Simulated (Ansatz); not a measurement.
`[NH2][W](=[O])([F])=[S]` + HCl → `[NH2][W](=[O])(=[S])[Cl]` + H–F at 298.15 K and 1 bar (ligand exchange at a W–F bond).

Isolated molecules relaxed with PBE0-D4/def2-TZVP in Ansatz; ΔE leaves out vibrations. CBS: MP2 limit from def2 TZ/QZ plus the TZ coupled-cluster correction, frozen cores. This one scheme is used for every species. def2 core potentials past Kr. For W outer-core shells are correlated without core-valence functions, which leaves a few kJ/mol of doubt a bond. One conformer a species, not always the lowest.

```tsv
species	CCSD(T)/CBS energy (Eh)	H − E (kJ/mol)	S (J/(mol·K))
`[NH2][W](=[O])([F])=[S]`	-695.78708	106.6	348.1
HCl	-460.38127	26.6	186.8
`[NH2][W](=[O])(=[S])[Cl]`	-1055.77782	105.1	359.8
H–F	-100.39570	33.5	173.6
```

H − E and S are ideal-gas, rigid-rotor, harmonic terms from PBE0-D4/def2-TZVP, for one conformer and one mirror image of each species. 1 Eh = 2625.50 kJ/mol, R = 8.31446 J/(mol·K).

Question: By hand: ΔE, ΔH, ΔS and ΔG.

Answer: ΔE = (-1055.77782) + (-100.39570) − (-695.78708) − (-460.38127) = -0.00517 Eh = -13.6 kJ/mol. Δ(H − E) = 105.1 + 33.5 − 106.6 − 26.6 = 5.4, so ΔH = -8.2 kJ/mol. ΔS = 359.8 + 173.6 − 348.1 − 186.8 = -1.5 J/(mol·K). ΔG = -8.2 − 298.15 × (-1.5)/1000 = -7.8 kJ/mol.

Question: By hand: the equilibrium constant, and the temperature at which ΔG would vanish if ΔH and ΔS stayed fixed.

Answer: log₁₀ K = −ΔG/(RT ln 10) = 1.4. ΔG = 0 at ΔH/ΔS = 5467 K, far beyond where these terms or the molecules hold.

The number of gas molecules stays the same, so ΔS is small and ΔH decides. A doubt of 5 kJ/mol in ΔE shifts log₁₀ K by 0.9 here. Other conformers and mirror images would add mixing entropy, several J/(mol·K) or more a flexible species. These are equilibria of isolated gas molecules and say nothing of rates. Largest T1 diagnostic: 0.022 (customary marks: 0.02 for closed shells, 0.045 for open ones).
